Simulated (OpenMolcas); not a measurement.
## BSiH3OF2 (SMILES FB(F)O[SiH3]): methods side by side

The species is BSiH3OF2 (8 atoms), meant as a singlet with charge 0. As SMILES, `FB(F)O[SiH3]`. The shape is that of a PBE0-D4/def2-TZVP optimisation.

Each level gives the vertical ionisation energy (to the doublet cation) (eV). The values are calculated.

```csv
level,kind,program,value (eV),CPU time (all runs)
HF/cc-pVDZ,Hartree–Fock,OpenMolcas,12.23,31 s
SVWN5/cc-pVDZ,LDA,OpenMolcas,11.44,1.9 min
BLYP/cc-pVDZ,GGA,OpenMolcas,11.25,5.5 min
PBE/cc-pVDZ,GGA,OpenMolcas,11.34,2.8 min
r2SCAN/cc-pVDZ,meta-GGA,OpenMolcas,11.66,3.3 min
BHLYP/cc-pVDZ,global hybrid,OpenMolcas,12.23,2.1 min
M06-2X/cc-pVDZ,hybrid meta-GGA,OpenMolcas,12.22,3 min
PBE0/cc-pVDZ,global hybrid,OpenMolcas,11.91,2.3 min
```

The values span 11.25 to 12.23 eV. Times are those of the runs behind each value, whatever else they computed, on shared processors of several kinds: orders of magnitude only.
